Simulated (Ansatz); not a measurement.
Calculated with Ansatz (gas phase, PBE0-D4/def2-TZVP geometries, no zero-point term in ΔE). CCSD(T)/CBS adds triple-zeta CCSD(T) − MP2 to the extrapolated MP2 energy (def2 sets, frozen cores). This one scheme is used for every species.

Consider the cleavage of the Si–B bond: `FB(F)[SiH3]` + H–F → `F[SiH3]` + `FBF`.

```tsv
species	SCS-MP2/def2-QZVPP energy (Eh)
`FB(F)[SiH3]`	-515.26348
H–F	-100.36288
`F[SiH3]`	-390.67091
`FBF`	-225.01836
```

Work out ΔE.

ΔE = (-390.67091) + (-225.01836) − (-515.26348) − (-100.36288) = -0.06291 Eh = -165.2 kJ/mol. CCSD(T)/CBS gives -151.1 kJ/mol.

Largest T1 diagnostic among the species: 0.014.

From PBE to PBE0 (25 % exact exchange), in def2-TZVPP and without D4, ΔE moves by −6.4 kJ/mol. In def2-TZVPP, CCSD(T) changes the Hartree–Fock value by +30.6 kJ/mol (the triples alone add +3.8 kJ/mol) and MP2 by +22.5 kJ/mol. At CCSD(T), def2-SVP lies +3.9 kJ/mol from the extrapolated value and def2-TZVPP +0.0 kJ/mol.
